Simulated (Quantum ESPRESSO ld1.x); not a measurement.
Values are calculated unless marked as measured or tabulated.
All-electron atom: Cs in [Xe] 6s1. Code: ld1.x of Quantum ESPRESSO 7.5. Model: Dirac Kohn-Sham, PBE, spin-unpolarised, spherical densities, point nucleus.

Unscreened Slater integrals over Kohn-Sham orbitals (hartree). Large and small components are both included. Empty in this configuration: 5d3/2, 5d5/2, 6p1/2, 6p3/2.

| integral | value |
|---|---|
| F0(5d5/2,5d5/2) | 0.14739 |
| F2(5d5/2,5d5/2) | 0.065187 |
| F4(5d5/2,5d5/2) | 0.040073 |
| F0(5d5/2,5d3/2) | 0.15021 |
| F2(5d5/2,5d3/2) | 0.066411 |
| G2(5d5/2,5d3/2) | 0.066389 |
| G4(5d5/2,5d3/2) | 0.040818 |
| F0(5d5/2,6p3/2) | 0.12172 |
| F2(5d5/2,6p3/2) | 0.053095 |
| G1(5d5/2,6p3/2) | 0.059563 |
| G3(5d5/2,6p3/2) | 0.036870 |
| F0(5d5/2,6p1/2) | 0.12502 |
| G3(5d5/2,6p1/2) | 0.038958 |
| F0(5d5/2,6s1/2) | 0.15177 |
| G2(5d5/2,6s1/2) | 0.064700 |
| F0(5d3/2,5d3/2) | 0.15317 |
| F2(5d3/2,5d3/2) | 0.067783 |
| F0(5d3/2,6p3/2) | 0.12309 |
| F2(5d3/2,6p3/2) | 0.052739 |
| G1(5d3/2,6p3/2) | 0.058044 |
| G3(5d3/2,6p3/2) | 0.036081 |
| F0(5d3/2,6p1/2) | 0.12652 |
| G1(5d3/2,6p1/2) | 0.062162 |
| F0(5d3/2,6s1/2) | 0.15449 |
| G2(5d3/2,6s1/2) | 0.065262 |
| F0(6p3/2,6p3/2) | 0.11038 |
| F2(6p3/2,6p3/2) | 0.059004 |
| F0(6p3/2,6p1/2) | 0.11247 |
| G2(6p3/2,6p1/2) | 0.059860 |
| F0(6p3/2,6s1/2) | 0.12697 |
| G1(6p3/2,6s1/2) | 0.071275 |
| F0(6p1/2,6p1/2) | 0.11473 |
| F0(6p1/2,6s1/2) | 0.13058 |
| G1(6p1/2,6s1/2) | 0.077334 |
| F0(6s1/2,6s1/2) | 0.15871 |
